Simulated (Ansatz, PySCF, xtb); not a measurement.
Pulling on the Ge1–H3 bond in BrGeH3 (SMILES [GeH3][Br]) (multiplicity 1 held, fragments rigid). Energies count from the point at 1.533 Å.
Geometry at that point (charge 0, multiplicity 1):
```xyz
5

Ge    -1.14560     0.04679     0.00463
Br     1.18424    -0.04837    -0.00479
H     -1.53994     1.48382    -0.35410
H     -1.60696    -0.33232     1.41625
H     -1.64237    -0.95589    -1.04279
```

Active spaces are followed from a long bond inwards. Curves can end on different states.

Frozen-core correlation. Filled d and f shells under p-block atoms count as core. Rows in LANL2DZ carry no dispersion term and start afresh at each structure. LANL2DZ brings its own core potentials from Na on.

Programs: Ansatz (a program for electronic structure) with Gaussian orbitals; PySCF for LANL2DZ rows; xtb for the GFN methods.  The GFN methods have no spin term and hold the electronic entropy of 300 K.

Q: What is the computed energy at R = 4.905 Å (R-B3LYP/LANL2DZ)?

A: 125.9 kcal/mol

Q: Predict the energy at R = 4.905 Å from GFN2-xTB.

A: 92.7 kcal/mol

Q: Estimate the energy at R = 4.905 Å that FIC-MRCISD+Q on CASSCF(2,2)/cc-pVTZ returns for this input.

A: 86.9 kcal/mol
